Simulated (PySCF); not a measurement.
**Which orbitals make which state**

Compound: C6H5FO.
SMILES: `Oc1ccc(F)cc1`

Computed, not measured: TDDFT wB97X-D/def2-SVPD, vertical, gas phase, core orbitals frozen in the response in PySCF 2.14.0, density-fitted response routines. One conformer (not necessarily the lowest) at the GFN2-xTB geometry, without solvent, vibrations or thermal averaging. Torsions of this conformer, `[OH:1][c:2]1[cH:3][cH:4][c:5]([F:6])[cH:7][cH:8]1`: H–O1–C2–C3 0°.

Orbital energies (eV): HOMO-3 -11.91, HOMO-2 -11.80, HOMO-1 -9.61, HOMO -8.37, LUMO 1.10, LUMO+1 1.81, LUMO+2 2.07.

Computed singlets:

```json
{"state": "S1", "E (eV)": "5.06", "f": "0.052"}
{"state": "S2", "E (eV)": "6.07", "f": "0.044"}
{"state": "S3", "E (eV)": "6.37", "f": "0.0001"}
{"state": "S4", "E (eV)": "7.09", "f": "0.600"}
{"state": "S5", "E (eV)": "7.17", "f": "0.0004"}
{"state": "S6", "E (eV)": "7.31", "f": "0.442"}
{"state": "S7", "E (eV)": "7.36", "f": "0.0017"}
{"state": "S8", "E (eV)": "7.67", "f": "0.0015"}
```

**Question.** Which orbital pair leads each of S1, S2, S3, S4 and S6, and how does its energy difference Δε compare with the excitation energy?

**Answer.** 

```json
{"state": "S1", "leading configuration": "HOMO→LUMO", "weight": "0.87", "Δε (eV)": "9.47", "E (eV)": "5.06", "E − Δε (eV)": "-4.41", "f": "0.052", "other configurations": "H-1→L+1 (12%)"}
{"state": "S2", "leading configuration": "HOMO→LUMO+1", "weight": "0.74", "Δε (eV)": "10.18", "E (eV)": "6.07", "E − Δε (eV)": "-4.11", "f": "0.044", "other configurations": "H-1→L (25%)"}
{"state": "S3", "leading configuration": "HOMO→LUMO+2", "weight": "0.92", "Δε (eV)": "10.44", "E (eV)": "6.37", "E − Δε (eV)": "-4.06", "f": "0.0001", "other configurations": "–"}
{"state": "S4", "leading configuration": "HOMO-1→LUMO", "weight": "0.72", "Δε (eV)": "10.71", "E (eV)": "7.09", "E − Δε (eV)": "-3.61", "f": "0.600", "other configurations": "H→L+1 (24%)"}
{"state": "S6", "leading configuration": "HOMO-1→LUMO+1", "weight": "0.83", "Δε (eV)": "11.42", "E (eV)": "7.31", "E − Δε (eV)": "-4.11", "f": "0.442", "other configurations": "H→L (12%)"}
```

E − Δε runs from -4.41 to -3.61 eV. Among themselves, these states come in the order of their orbital differences.

H and L stand for HOMO and LUMO. The other states: S5 7.17 eV, f 0.0004, H→L+3 (73%), H→L+5 (10%); S7 7.36 eV, f 0.0017, H→L+5 (58%), H→L+3 (20%), H→L+4 (11%); S8 7.67 eV, f 0.0015, H→L+4 (65%), H→L+5 (18%).

**Question.** Pair triplets and singlets of the same leading configuration (75% or more in both) and give the splittings.

**Answer.** 

```tsv
configuration	triplet	E(T) (eV)	singlet	E(S) (eV)	E(S) − E(T) (eV)
HOMO→LUMO	T1	4.08	S1	5.06	+0.98
```

The 3 triplets are Tamm–Dancoff values, the singlets full response.

Summed over the main configurations (up to three a state, each over 8%) of all 8 singlets, the electron leaves HOMO with weight 5.44 and HOMO-1 with weight 1.93.

On one thread of an Arm Neoverse V1, no GPU (shared host), this took 41 s wall.
